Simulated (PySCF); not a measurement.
These compounds are isomers of formula C7H7N3.

A. SMILES C(N1N=CC(C#C)=N1)C=C
B. `InChI=1S/C7H7N3/c1-2-4-10-5-3-7(6-8)9-10/h2-3,5H,1,4H2`
C. SMILES Cc1cccc2cnnn12

Spectrum 1. ¹H NMR (500 MHz, computed): δ 8.26 (m, 1H), 7.92 (d, 1H), 7.40 (m, 1H), 7.00 (d, 1H), 3.08 (s, 3H). ¹³C{¹H} NMR (computed): δ 141.0 (C), 140.9 (C), 129.5 (CH), 129.3 (CH), 121.0 (CH), 117.6 (CH), 20.9 (CH3).

Spectrum 2. ¹H NMR (500 MHz, computed): δ 7.39 (m, 1H), 6.89 (m, 1H), 6.33 (m, 1H), 5.64 (m, 1H), 5.48 (m, 1H), 4.80 (d, 2H). ¹³C{¹H} NMR (computed): δ 145.0 (CH), 133.6 (CH), 130.0 (C), 124.6 (CH2), 121.9 (CH), 119.4 (C), 60.0 (CH2).

Spectrum 3. ¹H NMR (500 MHz, computed): δ 7.75 (s, 1H), 6.44 (m, 1H), 5.69 (m, 1H), 5.53 (m, 1H), 5.04 (d, 2H), 2.91 (s, 1H). ¹³C{¹H} NMR (computed): δ 144.7 (CH), 143.6 (CH), 135.9 (C), 125.6 (CH2), 91.3 (CH), 79.1 (C), 61.1 (CH2).

Gas phase, one averaged value for each set of equivalent atoms, one computed conformer, no relativistic terms. PBE0/pcSseg-1 with gauge-including orbitals; geometry from GFN2-xTB; PySCF 2.14.

Chemical shifts δ = σref − σ; ¹H, ¹³C vs TMS, all at this level. Where no couplings were computed, multiplicities follow the n + 1 count of equivalent neighbours, and m marks all less simple cases (inequivalent or close neighbours, rings, F or P nearby). Shifts are as computed. Against solution values, carbons near 30 ppm lie about +3 ppm off and those near 130 ppm about +5 ppm. Of 1211 compounds with measured shifts, 218 miss one by over three times the rms of a fit or turn the order of signals round; such compounds aren't used in these exercises.

**Question.** Match each spectrum to its structure.

**Answer.** 1–C, 2–B, 3–A.

- Spectrum 1 (C): 7 ¹³C signals; δC 129.3 is an aromatic CH; δC 20.9 is a methyl carbon on an aromatic ring.
- Spectrum 2 (B): 7 ¹³C signals; δC 145.0 is an alkene CH; δC 124.6 is a terminal =CH2 carbon.
- Spectrum 3 (A): 7 ¹³C signals; δC 144.7 is an aromatic CH next to a ring nitrogen; δC 143.6 is an alkene CH.
